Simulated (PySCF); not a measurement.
## Electron correlation in Se⁷⁺ (selenium, charge +7)

Starting occupation: [Ar] 3d9, 3d3/2 with m_j = -3/2, -1/2, +1/2, +3/2, 3d5/2 with m_j = -3/2, -1/2, +1/2, +3/2, +5/2. All numbers are calculated (PySCF 2.14, X2C-1e with screened-nucleus spin-orbit coupling, Gaussian nucleus, in an even-tempered Gaussian basis (18 s from 0.34 bohr⁻², ratio 2.8; 13 p from 0.45 bohr⁻², ratio 2.8; 9 d from 0.45 bohr⁻², ratio 2.8; 4 f from 3.5 bohr⁻², ratio 3)). Frozen: [Ne]; 17 electrons correlated; the 76 highest virtual spinors left out.

MP2 pair energies summed by pair of shells (mhartree):

| pair | energy | share (%) |
| --- | --- | --- |
| 3d-3d | -302.33 | 47.0 |
| 3d-3p | -203.08 | 31.6 |
| 3p-3p | -56.55 | 8.8 |
| 3d-3s | -49.96 | 7.8 |
| 3p-3s | -26.55 | 4.1 |
| 3s-3s | -4.33 | 0.7 |

Total MP2 correlation energy: -642.81 mhartree.

The GHF reference relaxed away from the jj start to a determinant that is no pure jj level (⟨S²⟩ = 0.75, ⟨J²⟩ = 8.75); the energies belong to that determinant.
